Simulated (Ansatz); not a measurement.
# What each rung costs, and what it gives

The pair of HCl (SMILES Cl, atoms 1–2) and CH₃I (SMILES CI, atoms 3–7), both closed shells, in one local arrangement (a lower one may exist), relaxed at PBE0-D4/def2-TZVP:

Cl1  (0.456, 0.809, -2.723)
H2  (-0.051, -0.196, -2.084)
C3  (0.004, 0.060, 1.075)
I4  (-0.783, -1.624, 0.033)
H5  (0.780, -0.303, 1.742)
H6  (0.407, 0.741, 0.330)
H7  (-0.814, 0.513, 1.626)
(Å)

Interaction energies are counterpoise-corrected; the time is that of the whole pair.

Computed with Ansatz 0.2.0 (basis: as named in each row); correlated methods freeze the cores. Filled d shells of the heavier atoms are correlated. Core potentials replace the inner electrons of the atoms past krypton. The def2 sets are not built for correlating such inner shells, so the correlated values are less sure here. B3LYP uses VWN-RPA correlation. Extrapolation: Hartree–Fock as exp(−7.88 √X), correlation as X^−2.97.

Times are rough, for one single point on 4 threads of a shared host (AMD EPYC 7R43).

The estimate by CCSD(T) at an estimated basis limit (MP2 extrapolated from triple and quadruple zeta, plus CCSD(T) − MP2 in triple zeta) is -0.142 eV.

| method | basis | time (s) | interaction energy (eV) | method less estimate |
| --- | --- | --- | --- | --- |
| SPW92 | def2-SVP | under 1 | -0.252 | -0.111 |
| PBE-D4 | def2-SVP | under 1 | -0.180 | -0.038 |
| PBE0-D4 | def2-SVP | 1 | -0.160 | -0.018 |
| PBE-D4 | def2-TZVPPD | 2 | -0.193 | -0.052 |
| revPBE-D4 | def2-TZVPPD | 2 | -0.170 | -0.029 |
| BLYP-D4 | def2-TZVPPD | 2 | -0.166 | -0.024 |
| PBE0-D4 | def2-TZVPPD | 2 | -0.172 | -0.030 |
| HSE06-D4 | def2-TZVPPD | 2 | -0.173 | -0.031 |
| B3LYP-D4 | def2-TZVPPD | 2 | -0.159 | -0.018 |
| r2SCAN-D4 | def2-TZVPPD | 3 | -0.163 | -0.021 |
| CCSD(T) | def2-SVP | 3 | -0.024 | 0.118 |
| wB97M-V | def2-SVP | 4 | -0.123 | 0.019 |
| B2PLYP | def2-TZVPPD | 4 | -0.098 | 0.043 |
| wB97X-V | def2-TZVPPD | 5 | -0.136 | 0.006 |
| B97M-V | def2-TZVPPD | 6 | -0.152 | -0.010 |
| wB97M-V | def2-TZVPPD | 6 | -0.136 | 0.005 |
| MP2 | def2-QZVPPD | 15 | -0.158 | -0.017 |
| CCSD(T) | def2-TZVPPD | 110 | -0.109 | 0.033 |

The T1 diagnostic stays at or below 0.008.
